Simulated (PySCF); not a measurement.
H₉NSi₃.

```xyz
13

Si     0.2930     1.6645     0.4916
N      0.0132     0.0180    -0.0720
Si    -1.6267    -0.5166    -0.4347
Si     1.3299    -1.1532    -0.0358
H     -0.6901     2.5724    -0.1631
H      0.1337     1.7953     1.9718
H      1.6829     2.0672     0.1375
H     -2.3927     0.6264    -1.0058
H     -1.5638    -1.6365    -1.4151
H     -2.3506    -1.0011     0.7797
H      1.4667    -1.8164     1.2965
H      1.0663    -2.2077    -1.0546
H      2.6092    -0.4520    -0.3379
```
Charge 0, spin multiplicity 1.

Coordinates come from a B3LYP-D3(BJ)/def2-SVP optimisation. A frequency run showed that this geometry is not a minimum.

Method: B3LYP/pcSseg-1 (PySCF). Non-relativistic, no solvent.

Computed absolute GIAO shielding of each atom: isotropic value and principal components (ppm):
```tsv
atom	σ(iso)	σ11	σ22	σ33	span
Si1	381.2	330.5	346.4	466.7	136.2
N2	264.7	258.5	258.9	276.9	18.4
Si3	380.9	329.4	346.8	466.6	137.2
Si4	381.1	330.0	346.6	466.6	136.6
H5	26.7	23.4	25.4	31.4	8.0
H6	26.8	23.4	24.6	32.3	8.9
H7	26.7	23.4	25.4	31.4	8.0
H8	26.7	23.4	25.4	31.4	8.0
H9	26.7	23.4	25.4	31.4	8.0
H10	26.8	23.4	24.6	32.3	8.9
H11	26.8	23.4	24.6	32.3	8.9
H12	26.7	23.4	25.4	31.4	8.0
H13	26.7	23.4	25.4	31.4	8.0
```
